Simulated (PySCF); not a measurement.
Geometry (Å), atoms numbered from 1 in this order:
```xyz
12

C    -1.2445   -0.9959    0.8032
Si   -0.4010    0.0757   -0.5245
Si    1.9152    0.0431   -0.4059
C    -1.0132    1.8130   -0.1867
N    -1.3512    2.8872    0.0283
H    -0.9372   -0.6980    1.8025
H    -0.9819   -2.0429    0.6773
H    -2.3277   -0.9200    0.7586
H    -1.0004   -0.2298   -1.8359
H     2.4041    0.4748    0.9058
H     2.5212    0.9085   -1.4183
H     2.4179   -1.3164   -0.6304
```

[PySCF: coordinates at the GFN2-xTB level; GIAO PBE0/pcSseg-1 shieldings; relativity neglected; rapidly exchanging positions averaged; gas phase; a single conformation]

Chemical shifts δ = σref − σ; $^{13}$C (σ = 186.93 ppm), $^{1}$H (σ = 31.72 ppm), $^{29}$Si (σ = 349.16 ppm) against TMS; NH3 for $^{15}$N (σ = 267.73 ppm), all at this level.

```
      atoms    nucleus  count  Hirshfeld charge  δ (ppm)
         H9    $^{1}$H      1             -0.06     4.59
         C4   $^{13}$C      1             -0.04    125.1
        Si3  $^{29}$Si      1              0.23   -113.9
         N5   $^{15}$N      1             -0.21    366.7
        Si2  $^{29}$Si      1              0.33    -69.6
H10/H11/H12    $^{1}$H      3             -0.07     3.57
   H6/H7/H8    $^{1}$H      3              0.05        ?
         C1   $^{13}$C      1             -0.20        ?
```

Estimate the values marked ?.

Answers


- C1: -4.3 ppm, methyl carbon bonded to Si; an electropositive neighbour leaves it electron-rich and shielded
- H6/H7/H8: 0.52 ppm, hydrogen on a methyl carbon bonded to Si; an electropositive neighbour shields it, as in TMS itself

Shifts are as computed. Against solution values, carbons near 30 ppm lie about +3 ppm off and those near 130 ppm about +5 ppm. Of 1309 compounds with measured shifts, 239 miss one by over three times the rms of a fit or turn the order of signals round; such compounds aren't used in these exercises. Experimental scales use liquid or dissolved standards, which lie at an offset from isolated NH3 (liquid NH3: subtract about 20 ppm). Unscaled 15N shifts of sp2 nitrogen come out 20 to 40 ppm too high even then.
